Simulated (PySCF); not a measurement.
C₄H₉O, SMILES CCCC[O], multiplicity 2.

Coordinates come from a TPSSh-D3(BJ)/def2-SVP optimisation. The isomer is the one that the SMILES or the coordinates give; other isomers of the formula were not compared. The values are those of a single conformer.

Method: PySCF with PBE/def2-TZVP.

| Item | Result |
|---|---|
| total energy | -232.77875 hartree |
| α spin, highest occupied and lowest empty level | -6.25 and 0.40 eV |
| β spin, highest occupied and lowest empty level | -5.83 and -5.11 eV |
| dipole moment | 2.01 D |
| quadrupole, principal values (traceless, Buckingham form, about the centre of nuclear charge) | -7.81, 3.07, 4.74 D·Å |
| mean static polarisability | 57.5 bohr³ (8.52 Å³) |
| polarisability, principal values | 50.6, 55.4, 66.5 bohr³ |
| ⟨S²⟩ | 0.753 (pure state 0.75) |
